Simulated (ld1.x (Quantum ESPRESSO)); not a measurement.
# u(r) = r·R(r): atom against pseudo-atom (I)

Columns: radius, all-electron u(r) and pseudo u(r) of the 5s shell (level -17.41 eV) of iodine in the configuration [Kr] 4d10 5s2 5p5; PBE, scalar-relativistic, TM scheme, ld1.x (Quantum ESPRESSO) 7.5.

```tsv
r (bohr)	all-electron	pseudo
0.126	-0.0389	0.0520
0.252	0.2687	0.1050
0.378	-0.0639	0.1598
0.504	-0.3679	0.2174
0.630	-0.4065	0.2785
0.756	-0.2455	0.3437
0.882	-0.0002	0.4129
1.008	0.2486	0.4853
1.134	0.4602	0.5587
1.260	0.6206	0.6298
1.386	0.7299	0.6939
1.512	0.7948	0.7457
1.638	0.8237	0.7805
1.764	0.8248	0.7949
1.890	0.8051	0.7885
2.016	0.7709	0.7638
2.142	0.7271	0.7250
2.268	0.6777	0.6773
2.394	0.6255	0.6255
2.520	0.5727	0.5727
2.646	0.5209	0.5209
2.772	0.4711	0.4711
2.898	0.4241	0.4241
3.024	0.3802	0.3802
3.150	0.3398	0.3398
3.276	0.3027	0.3027
```

Problem. How many radial nodes do the two functions have?

Solution. The all-electron 5s function has n − l − 1 = 4 (the table is too coarse to show those close to the nucleus); the pseudo-wave has 0, since the states of the same l below it are removed with the core.

Problem. At about which radius was the pseudo-wave matched?

Solution. 2.52 bohr. The columns agree to 0.0005 from 2.27 bohr on; several derivatives are matched, so the curves merge somewhat inside the radius.

Problem. Is the pseudo-wave norm-conserving?

Solution. Yes: the TM scheme keeps the norm inside the radius equal to the all-electron one, which fixes the energy derivative of the logarithmic derivative at the level.
